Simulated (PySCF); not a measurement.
## Electron correlation in Cd(3+) (cadmium, charge +3)

Starting occupation: [Kr] 4d9, 4d3/2 with m_j = -3/2, -1/2, +1/2, +3/2, 4d5/2 with m_j = -3/2, -1/2, +1/2, +3/2, +5/2. All numbers are calculated (PySCF 2.14, X2C-1e with screened-nucleus spin-orbit coupling, Gaussian nucleus, in x2c-TZVPall-2c (8s9p7d1f, 77 functions)). Frozen: [Ar] 3d10; 17 electrons correlated; the 6 highest virtual spinors left out.

MP2 pair energies summed by pair of shells (mhartree):

```json
{"pair": "4d3/2-4d5/2", "energy": "-114.31", "share (%)": "26.3"}
{"pair": "4d5/2-4d5/2", "energy": "-63.79", "share (%)": "14.7"}
{"pair": "4d5/2-4p3/2", "energy": "-53.77", "share (%)": "12.4"}
{"pair": "4d3/2-4d3/2", "energy": "-41.17", "share (%)": "9.5"}
{"pair": "4d3/2-4p3/2", "energy": "-39.44", "share (%)": "9.1"}
{"pair": "4p3/2-4p3/2", "energy": "-19.06", "share (%)": "4.4"}
{"pair": "4d5/2-4p1/2", "energy": "-18.91", "share (%)": "4.4"}
{"pair": "4p1/2-4p3/2", "energy": "-17.39", "share (%)": "4.0"}
{"pair": "4d3/2-4p1/2", "energy": "-14.61", "share (%)": "3.4"}
{"pair": "4d5/2-4s1/2", "energy": "-14.26", "share (%)": "3.3"}
{"pair": "4p3/2-4s1/2", "energy": "-12.42", "share (%)": "2.9"}
{"pair": "4d3/2-4s1/2", "energy": "-11.46", "share (%)": "2.6"}
{"pair": "4p1/2-4s1/2", "energy": "-5.90", "share (%)": "1.4"}
{"pair": "4p1/2-4p1/2", "energy": "-4.44", "share (%)": "1.0"}
{"pair": "4s1/2-4s1/2", "energy": "-3.29", "share (%)": "0.8"}
```

Total MP2 correlation energy: -434.21 mhartree.

This basis was not built for core-valence correlation, so the inner-shell part is incomplete.
